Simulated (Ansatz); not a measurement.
Cost and result up the ladder for AgPd₃ (4 atoms). Charge 0, multiplicity 2. Geometry: PBE0-D4/def2-SVP.

Cartesian coordinates in Å:
```
Pd 0.1720 1.5884 -0.0742
Pd 1.2618 -0.6051 0.7746
Pd -1.3139 -0.3226 0.8532
Ag -0.1200 -0.6607 -1.5536
```

Ansatz on 4 threads of Arm Neoverse V1 on a shared host. Times are rough, and most runs start from the orbitals of an earlier one. CAM-B3LYP-D4/def2-TZVP serves as the yardstick here, not as an exact answer. Differences are given only for rows in sets of like size (and for xTB, whose basis is part of the method), since another set adds its own error. Binding counts from free atoms at the same level (Pd singlet, Ag doublet; other spins of the atoms weren't run), without zero-point energy or a counterpoise term.

In the def2 sets Ag, Pd take a core potential; there is no spin–orbit coupling. LC-ωPBE has ω = 0.4 bohr⁻¹. B3LYP takes the VWN-RPA correlation. Correlated methods freeze no core orbitals; core or outer-core shells of Pd, Ag are correlated, in sets that lack core-valence functions. The structure comes from a short search, and lower isomers may exist.

Run but left out: HF/STO-3G (⟨S²⟩ 5.14, where a pure state has 0.75).

Correlated methods converge slowly with the basis.

```csv
level,functions,wall time,binding energy per atom (eV),difference from CAM-B3LYP-D4/def2-TZVP (eV)
PBE-D4/def2-SVP,124,5.5 s,1.74,–
PBE-D4/def2-TZVP,160,6.5 s,1.76,0.54
revPBE-D4/def2-TZVP,160,7 s,1.62,0.39
PBE0-D4/def2-SVP,124,8 s,1.38,–
MP2/def2-TZVP,160,11 s,1.27,0.04
PBE0-D4/def2-TZVPD,160,11 s,1.40,0.17
B3LYP-D4/def2-TZVP,160,11 s,1.37,0.14
PBE0-D4/def2-TZVP (with forces),160,13 s,1.40,0.17
r2SCAN-D4/def2-TZVPD,160,13 s,1.85,0.62
RPA@PBE/def2-TZVP,160,14 s,1.33,0.10
r2SCAN-D4/def2-TZVP,160,14 s,1.85,0.62
BHLYP-D4/def2-TZVP,160,19 s,1.04,-0.19
LC-ωPBE/def2-TZVP,160,23 s,1.11,-0.12
CAM-B3LYP-D4/def2-TZVP,160,28 s,1.23,0.00
```
